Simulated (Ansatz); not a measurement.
Ansatz (an electronic-structure program) input (B2PLYP/def2-TZVPD):

Ansatz 0.2 input:
```yaml
crystal:
  periodic: [false, false, false]
  atoms:
    - {symbol: Sb, position_ang: [-0.33499307, -0.17820561, 0.48278344]}
    - {symbol: Cl, position_ang: [-0.34556622, 1.85082420, -0.72811364]}
    - {symbol: Cl, position_ang: [1.35054544, -1.31620737, -0.72023668]}
basis:
  gaussian:
    orbitals: def2-TZVPD
hamiltonian:
  xc: {name: B2PLYP}
magnetization: {spin_polarized: true, initial_magnetization: 1}
correlation: {electrons: outside_noble_gas}
```

Output:

```
Functional definition: B2PLYP
integrals: 0.19 GiB planned
1048 factors; integrals over basis functions are off by at most 5.5e-4 eV
mean field: 1.04 GiB planned
mean field evaluation 1: about -31565.5184 eV, gradient 1.4e1 eV
mean field evaluation 2: about -31565.6432 eV, gradient 1.4e1 eV
mean field evaluation 4: about -31566.8039 eV, gradient 8.7e-1 eV
mean field evaluation 8: about -31566.8192 eV, gradient 1.4e-1 eV
mean field evaluation 16: about -31566.8195 eV, gradient 9.9e-4 eV
mean field -31566.81948240 eV, -1160.0592192195 hartree, gradient 8.0e-6 eV, S^2 0.756365; 0 other end points of the search recorded, 0 dependent functions left out
19 core orbitals not correlated
reference -31566.81964006 eV, -1160.0592250132 hartree; 10, 9 occupied and 119, 120 virtual orbitals, 1048 factors
second order -15.74155832 eV of doubles, -0.00000000 eV of singles
Total energy: -31571.06986080 eV, -1160.2154177447 hartree
```

It need not be the lowest isomer of its formula.
